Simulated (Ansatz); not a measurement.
Consider the redistribution: `CB1O[SiH2]1` + `[F][In]([Cl])[GeH3]` → `[GeH3][B]1O[SiH2]1` + `[CH3][In]([F])[Cl]`.

Isolated molecules relaxed with PBE0-D4/def2-TZVP in Ansatz; ΔE leaves out vibrations. CCSD(T)/CBS is the MP2 limit (def2-TZVPP, def2-QZVPP) plus CCSD(T) − MP2 in def2-TZVPP, frozen cores. DFT in def2-TZVPP. def2 core potentials past Kr. For Ge, In outer-core shells are correlated without core-valence functions, which leaves a few kJ/mol of doubt a bond. Scalar relativity is left out up to krypton.

`CB1O[SiH2]1`:

```xyz
9

C    -1.092   -1.021    0.662
B    -0.065   -0.106   -0.043
O     0.488   -0.102   -1.269
Si    1.192    1.273   -0.447
H    -1.435   -1.831    0.014
H    -1.957   -0.436    0.989
H    -0.655   -1.451    1.568
H     2.664    1.133   -0.334
H     0.858    2.541   -1.140
```

`[F][In]([Cl])[GeH3]`:

Z-matrix (Å, degrees):
```
Ge
In 1 2.579
H 1 1.533 2 108.0
H 1 1.533 2 108.6 3 119.4
H 1 1.532 2 109.1 3 -120.0
Cl 2 2.321 1 129.4 3 111.1
F 2 1.948 1 122.1 3 -68.6
```

`[GeH3][B]1O[SiH2]1`:

Cartesian coordinates in Å:
```
Ge 0.205 1.694 0.754
B 0.076 -0.208 -0.011
O 0.788 -1.329 0.148
Si -0.482 -1.754 -0.988
H -1.117 2.051 1.451
H 0.414 2.687 -0.401
H 1.359 1.849 1.759
H 0.100 -2.167 -2.286
H -1.342 -2.822 -0.426
```

`[CH3][In]([F])[Cl]`:

Cartesian coordinates in Å:
```
C 0.515 0.613 -0.774
In -0.480 -0.579 0.671
F -1.453 -2.192 0.176
Cl -0.637 -0.286 2.963
H 0.160 1.640 -0.695
H 1.587 0.588 -0.576
H 0.308 0.216 -1.766
```

| level | ΔE (kJ/mol) |
| --- | --- |
| PBE-D4 | 86.8 |
| PBE | 87.5 |

(1) What does CCSD(T)/CBS give? (Best estimate.)

Largest T1 diagnostic among the species: 0.015.

Results:

(1) The calculation gave: +81.0 kJ/mol. The listed levels differ from it by 5.8, 6.5 kJ/mol.

In def2-TZVPP, CCSD(T) changes the Hartree–Fock value by −17.7 kJ/mol (the triples alone add −3.1 kJ/mol) and MP2 by −15.4 kJ/mol.
